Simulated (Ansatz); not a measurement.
# Nudged elastic band run: BCl2F2H

Input file:

```yaml
crystal:
  periodic: [false, false, false]
  atoms:
    - { symbol: B, position_ang: [-0.050465, 0.208185, 0.096425] }
    - { symbol: Cl, position_ang: [-0.03148, 0.652844, 1.829261] }
    - { symbol: F, position_ang: [1.110075, 0.044351, -0.518321] }
    - { symbol: Cl, position_ang: [-1.538399, 0.357133, -0.83071] }
    - { symbol: F, position_ang: [-0.184562, -2.051004, 0.582966] }
    - { symbol: H, position_ang: [-0.141571, -1.91831, 1.521079] }
basis:
  gaussian: { orbitals: "6-31G*" }
hamiltonian:
  xc: pbe
neb:
  order_check: false
  images: 3
  f_tol: 0.05
  max_iterations: 60
  climbing: false
  final_atoms:
    - { symbol: B, position_ang: [-0.08811119, -0.32866967, -0.79133668] }
    - { symbol: Cl, position_ang: [-0.03542046, -0.58804461, 3.62103721] }
    - { symbol: F, position_ang: [1.09554546, 0.0068571, -1.27567943] }
    - { symbol: Cl, position_ang: [-1.56548961, 0.29635379, -1.49309559] }
    - { symbol: F, position_ang: [-0.14428418, -1.1638892, 0.25024293] }
    - { symbol: H, position_ang: [-0.09864202, -0.92940841, 2.36953156] }
  initial_path:
    images:
      - { positions_ang: [[-0.050465, 0.208185, 0.096425], [-0.03148, 0.652844, 1.829261], [1.110075, 0.044351, -0.518321], [-1.538399, 0.357133, -0.83071], [-0.184562, -2.051004, 0.582966], [-0.141571, -1.91831, 1.521079]] }
      - { positions_ang: [[-0.01844781, 0.10678318, 0.0532218], [-0.0115216, 0.30547774, 2.02438403], [1.13391456, 0.01595341, -0.58308933], [-1.56641917, 0.21370889, -0.87662676], [-0.21104902, -1.7865532, 0.53532025], [-0.16287896, -1.56217103, 1.52749001]] }
      - { positions_ang: [[0.01356939, 0.00538137, 0.0100186], [0.00843681, -0.04188852, 2.21950705], [1.15775411, -0.01244417, -0.64785766], [-1.59443934, 0.07028479, -0.92254353], [-0.23753604, -1.52210241, 0.4876745], [-0.18418692, -1.20603206, 1.53390103]] }
      - { positions_ang: [[-0.0372709, -0.16164415, -0.39065904], [-0.01349183, -0.31496656, 2.92027213], [1.12664979, -0.00279354, -0.96176854], [-1.57996447, 0.18331929, -1.20781956], [-0.19091011, -1.3429958, 0.36895872], [-0.14141447, -1.06772024, 1.9517163]] }
      - { positions_ang: [[-0.08811119, -0.32866967, -0.79133668], [-0.03542046, -0.58804461, 3.62103721], [1.09554546, 0.0068571, -1.27567943], [-1.56548961, 0.29635379, -1.49309559], [-0.14428418, -1.1638892, 0.25024293], [-0.09864202, -0.92940841, 2.36953156]] }
```

Command:

```bash
$ ansatz run input.yaml --threads 2 --pin off --max-ram 3072MiB --backend cpu --events-out ev --progress --plain --runs-dir out
```

Output, in part (warnings, iteration lines, the closing report on the highest movable image, with atoms numbered from 0):

```
NEB end point (image 0): max|allowed force component| = 2.279e-2 eV/Å (the criterion of neb.relax_end_points is 1.000e-2)
NEB end point (image 4): max|allowed force component| = 2.606e-2 eV/Å (the criterion of neb.relax_end_points is 1.000e-2)
NEB iter   1: max|band force component| = 3.984e0 eV/Å  barrier→ = 1.8657 eV  barrier← = 2.6490 eV  Δτ_max = 0.2000 Å  (127 SCF iters)
NEB iter   2: max|band force component| = 2.668e0 eV/Å  barrier→ = 1.0671 eV  barrier← = 1.8503 eV  Δτ_max = 0.2000 Å  (104 SCF iters)
NEB iter   3: max|band force component| = 2.795e0 eV/Å  barrier→ = 0.4554 eV  barrier← = 1.2386 eV  Δτ_max = 0.0995 Å  (93 SCF iters)
NEB iter   4: max|band force component| = 2.084e0 eV/Å  barrier→ = 0.3074 eV  barrier← = 1.0906 eV  Δτ_max = 0.1003 Å  (97 SCF iters)
NEB iter   5: max|band force component| = 1.222e0 eV/Å  barrier→ = 0.2959 eV  barrier← = 1.0791 eV  Δτ_max = 0.1945 Å  (95 SCF iters)
NEB iter   6: max|band force component| = 4.338e0 eV/Å  barrier→ = 0.3746 eV  barrier← = 1.1578 eV  Δτ_max = 0.1035 Å  (96 SCF iters)
NEB iter   7: max|band force component| = 1.165e0 eV/Å  barrier→ = 0.3412 eV  barrier← = 1.1244 eV  Δτ_max = 0.1355 Å  (96 SCF iters)
NEB iter   8: max|band force component| = 7.177e-1 eV/Å  barrier→ = 0.3268 eV  barrier← = 1.1100 eV  Δτ_max = 0.2000 Å  (93 SCF iters)
NEB iter   9: max|band force component| = 2.660e0 eV/Å  barrier→ = 0.3388 eV  barrier← = 1.1221 eV  Δτ_max = 0.0970 Å  (88 SCF iters)
NEB iter  10: max|band force component| = 1.071e0 eV/Å  barrier→ = 0.3311 eV  barrier← = 1.1144 eV  Δτ_max = 0.0862 Å  (96 SCF iters)
NEB iter  11: max|band force component| = 2.517e-1 eV/Å  barrier→ = 0.3275 eV  barrier← = 1.1108 eV  Δτ_max = 0.2000 Å  (85 SCF iters)
NEB iter  12: max|band force component| = 4.047e0 eV/Å  barrier→ = 0.3320 eV  barrier← = 1.1152 eV  Δτ_max = 0.1046 Å  (92 SCF iters)
NEB iter  13: max|band force component| = 1.342e0 eV/Å  barrier→ = 0.3180 eV  barrier← = 1.1012 eV  Δτ_max = 0.0779 Å  (90 SCF iters)
NEB iter  14: max|band force component| = 5.097e-1 eV/Å  barrier→ = 0.3267 eV  barrier← = 1.1099 eV  Δτ_max = 0.1891 Å  (86 SCF iters)
NEB iter  15: max|band force component| = 3.458e0 eV/Å  barrier→ = 0.3321 eV  barrier← = 1.1154 eV  Δτ_max = 0.0977 Å  (91 SCF iters)
NEB iter  16: max|band force component| = 1.719e0 eV/Å  barrier→ = 0.3321 eV  barrier← = 1.1153 eV  Δτ_max = 0.1843 Å  (93 SCF iters)
NEB iter  17: max|band force component| = 2.987e0 eV/Å  barrier→ = 0.3267 eV  barrier← = 1.1099 eV  Δτ_max = 0.0935 Å  (93 SCF iters)
NEB iter  18: max|band force component| = 1.240e0 eV/Å  barrier→ = 0.3313 eV  barrier← = 1.1145 eV  Δτ_max = 0.1084 Å  (92 SCF iters)
NEB iter  19: max|band force component| = 2.190e-1 eV/Å  barrier→ = 0.3300 eV  barrier← = 1.1132 eV  Δτ_max = 0.1912 Å  (91 SCF iters)
NEB iter  20: max|band force component| = 4.306e0 eV/Å  barrier→ = 0.3312 eV  barrier← = 1.1144 eV  Δτ_max = 0.1001 Å  (95 SCF iters)
NEB iter  21: max|band force component| = 1.459e0 eV/Å  barrier→ = 0.3212 eV  barrier← = 1.1045 eV  Δτ_max = 0.1239 Å  (90 SCF iters)
NEB iter  22: max|band force component| = 5.149e-1 eV/Å  barrier→ = 0.3252 eV  barrier← = 1.1084 eV  Δτ_max = 0.1869 Å  (91 SCF iters)
NEB iter  23: max|band force component| = 2.897e0 eV/Å  barrier→ = 0.3242 eV  barrier← = 1.1075 eV  Δτ_max = 0.0986 Å  (93 SCF iters)
NEB iter  24: max|band force component| = 8.756e-1 eV/Å  barrier→ = 0.3320 eV  barrier← = 1.1152 eV  Δτ_max = 0.0641 Å  (84 SCF iters)
NEB iter  25: max|band force component| = 1.560e-1 eV/Å  barrier→ = 0.3299 eV  barrier← = 1.1132 eV  Δτ_max = 0.0151 Å  (87 SCF iters)
NEB iter  26: max|band force component| = 1.526e-1 eV/Å  barrier→ = 0.3293 eV  barrier← = 1.1126 eV  Δτ_max = 0.0102 Å  (87 SCF iters)
NEB iter  27: max|band force component| = 1.364e-1 eV/Å  barrier→ = 0.3292 eV  barrier← = 1.1125 eV  Δτ_max = 0.0285 Å  (75 SCF iters)
NEB iter  28: max|band force component| = 2.662e-1 eV/Å  barrier→ = 0.3290 eV  barrier← = 1.1123 eV  Δτ_max = 0.0099 Å  (82 SCF iters)
NEB iter  29: max|band force component| = 2.346e-2 eV/Å  barrier→ = 0.3290 eV  barrier← = 1.1123 eV  Δτ_max = 0.0000 Å  (143 SCF iters)
Total energy: -31157.17366736 eV, -1145.0050131848 hartree
Atom 0 at    -0.067520    -0.210118     0.032162 Å, force     0.003850     0.094383     0.035189 eV/Å
Atom 1 at    -0.053487     0.244672     2.006034 Å, force     0.002709     0.080045    -0.058924 eV/Å
Atom 2 at     1.123529     0.013282    -0.516646 Å, force    -0.003038     0.004448     0.006547 eV/Å
Atom 3 at    -1.552267     0.288031    -0.800361 Å, force     0.001783     0.007297     0.002083 eV/Å
Atom 4 at    -0.154811    -1.739227     0.456175 Å, force    -0.004025    -0.062347     0.042019 eV/Å
Atom 5 at    -0.131846    -1.303441     1.503336 Å, force    -0.001279    -0.123826    -0.026914 eV/Å
Dipole moment:     0.038621    -0.263335     0.218789 e Å
```

The forces met the threshold. No image climbed, so the highest image needn't sit at the top of the path. So few images can step over the top or miss a turn of the path. The orbitals stay closed-shell, which can raise the energy where a bond breaks towards radicals; this wasn't checked here.

Final band (atoms are numbered from 1 in the order of the input):

```csv
image,path coordinate (Å),energy (eV),B1–Cl2 (Å),F5–H6 (Å),B1–F5 (Å)
0,0.00,0.00,1.79,0.95,2.31
1,0.94,0.33,2.03,1.13,1.59
2,1.87,-0.67,2.92,1.97,1.35
3,2.81,-0.77,3.77,2.18,1.34
4,3.75,-0.78,4.42,2.13,1.34
```

Run time: 93 s on 2 threads of Arm Neoverse V2, with other jobs on the host, peak memory 0.15 GiB.
